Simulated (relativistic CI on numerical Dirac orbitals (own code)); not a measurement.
# Au XXVII: q coefficients and field-shift factors

Computed by Dirac-Coulomb-Breit CI, KLI orbitals optimised for each configuration, derivatives by finite differences, unscaled Slater integrals, QED left out (own radial code, finite nucleus).

CI space (outside the closed core [Kr] 4d10): 4f⁷.

With x = (α/α₀)² − 1 an excitation energy changes as ω = ω₀ + qx; K = 2q/ω₀ is the relative enhancement. Terms are leading LS components, so labels can repeat. The field-shift factor is F = δν/δ⟨r²⟩ for the transition from the lowest level.

Lowest level 4f⁷ ⁸S°7/2.

```tsv
Level	ω₀ (cm⁻¹)	q (cm⁻¹)	F (GHz/fm²)
4f⁷ ⁴D°7/2	65174.6	-37880	-0.929
4f⁷ ⁶P°5/2	78261.1	-11430	0.414
4f⁷ ⁶I°7/2	81565.8	-12420	0.413
4f⁷ ⁶I°9/2	86213.0	-15710	0.331
4f⁷ ⁶P°3/2	86328.9	-22.14	1.02
4f⁷ ⁶I°17/2	89158.3	-7606	0.777
4f⁷ ⁶I°11/2	93161.6	-1336	1.07
4f⁷ ⁶I°13/2	95845.5	2683	1.29
4f⁷ ⁶I°15/2	96346.9	6194	1.47
4f⁷ ⁶D°9/2	99916.5	-1420	1.14
4f⁷ ⁶D°7/2	108511.7	-3026	1.16
4f⁷ ⁶I°7/2	116079.9	3418	1.54
4f⁷ ⁶D°1/2	116658.5	21600	2.36
4f⁷ ⁶P°5/2	117549.2	8093	1.8
4f⁷ ⁶D°5/2	118062.0	-5782	1.11
4f⁷ ⁶D°3/2	118965.2	22050	2.41
4f⁷ ⁶G°11/2	123026.9	-8938	1.09
4f⁷ ⁴N°17/2	124959.4	-13280	0.942
4f⁷ ⁶G°9/2	126219.3	-9815	1.08
4f⁷ ⁶G°3/2	128924.4	-3521	1.38
4f⁷ ⁴H°13/2	133368.5	-8562	1.24
4f⁷ ⁴G°11/2	135303.5	-15080	0.958
4f⁷ ⁴G°9/2	136341.0	8449	2.02
```

At this charge energies of transitions that change n are usually good to better than 1 %, and those within a shell (Δn = 0) to a few per cent. Terms inside the open d or f shell come out 10 to 20 % too wide with unscaled integrals.

Q: Which transition from the lowest level has the largest |K|?

A: 4f⁷ ⁴D°7/2 at 65174.6 cm⁻¹, K = -1.16.
